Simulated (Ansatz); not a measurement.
```yaml
crystal:
  periodic: [false, false, false]
  atoms:
    - {symbol: C, position_ang: [-1.668001, 1.349669, 0.386479]}
    - {symbol: C, position_ang: [-0.744911, 0.592368, 0.224541]}
    - {symbol: Sn, position_ang: [0.833834, -0.704490, -0.025347]}
    - {symbol: Cl, position_ang: [0.163889, -2.365858, -1.482038]}
    - {symbol: Cl, position_ang: [2.540164, 0.448418, -1.069467]}
    - {symbol: H, position_ang: [-2.485343, 2.020925, 0.525301]}
    - {symbol: H, position_ang: [1.421568, -1.409031, 1.394932]}
basis:
  gaussian: {orbitals: ANO-RCC-VTZP}
hamiltonian: {xc: {name: B3LYP-D3}}
```

```sh
$ ansatz run in.yaml --threads 4 --pin off --events-out ev --progress --plain --max-ram 10444MiB
```

How does Ansatz answer? (An estimate is asked.)

Ansatz gave: The input was rejected before any iteration.
```
Error: YAML parse error: error: line 13 column 19: hamiltonian.xc: no functional is named "B3LYP-D3"; the names, which are not case-sensitive, are SVWN5, SPW92, PBE, PBE0, PBEsol, revPBE, revPBE0, RPBE, rPW86-PBE, HSE06, wPBEh, LC-wPBE, HISS, HF, BLYP, B3LYP, B3LYP5, BHLYP, CAM-B3LYP, r2SCAN, r2SCANh, r2SCAN0, r2SCAN50, m-r2SCAN, B97, wB97, wB97X, wB97X-V, B97M-V, wB97M-V, B2PLYP, B2GP-PLYP, PBE0-DH, PBE-QIDH
11 | basis:
12 |   gaussian: {orbitals: ANO-RCC-VTZP}
13 | hamiltonian: {xc: {name: B3LYP-D3}}
```

HSE06 is defined as in plane-wave codes.
